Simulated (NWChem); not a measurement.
Molecule: CHCl₂F; SMILES FC(Cl)Cl

Computed with NWChem. Pople sets run with spherical d functions. STO-3G and 3-21G are far too small for this property and stand as cheap habits. Coordinates come from a B3LYP/6-31G* (spherical d) optimisation. Field at 589 nm.

```tsv
level	isotropic polarisability (bohr³)	anisotropy (bohr³)	relative time
B3LYP/STO-3G	14.8	15.3	1
B3LYP/6-31G*	31.3	20.0	7
B3LYP/def2-SVP	29.4	17.7	6
B3LYP/def2-SVPD	45.6	17.8	20
B3LYP/aug-cc-pVDZ	44.8	18.5	40
```

Relative times are rough (shared machine, one core).
